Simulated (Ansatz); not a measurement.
C3H7FGe can be A, `C/C(F)=[CH]/[GeH3]`, or B, `C=[C](F)[GeH2][CH3]`.

Gas-phase electronic energies from Ansatz, PBE0-D4/def2-TZVP geometries. CBS: MP2 limit from def2 TZ/QZ plus the TZ coupled-cluster correction, frozen cores. Functionals use def2-TZVPP. B3LYP here is the variant with VWN-RPA as its local correlation; programs differ in this. For Ge outer-core shells are correlated without core-valence functions, which leaves a few kJ/mol of doubt a bond. Scalar relativity is left out up to krypton. Each species was taken in one conformer, which may not be the lowest.

(1) Which isomer does CCSD(T)/CBS put lower? Give the gap. (An estimate is asked.)

(2) Give E(B) − E(A) in kJ/mol with CCSD/def2-TZVPP, PBE0-D4, ωB97M-V, B3LYP-D4, r2SCAN-D4, HF/def2-TZVPP, MP2/def2-TZVPP. (Estimate.)

Largest T1 diagnostic: 0.012.

## Answers

(1) The calculation gave: A, by 0.6 kJ/mol. So small a gap doesn't settle the order.

(2) Ansatz gave: CCSD/def2-TZVPP 1.8, PBE0-D4 6.4, ωB97M-V 3.8, B3LYP-D4 3.5, r2SCAN-D4 5.9, HF/def2-TZVPP 9.6, MP2/def2-TZVPP 1.5. None reverses the order clearly.

In def2-TZVPP, CCSD(T) changes the Hartree–Fock value by −8.5 kJ/mol (the triples alone add −0.7 kJ/mol) and MP2 by −8.1 kJ/mol.
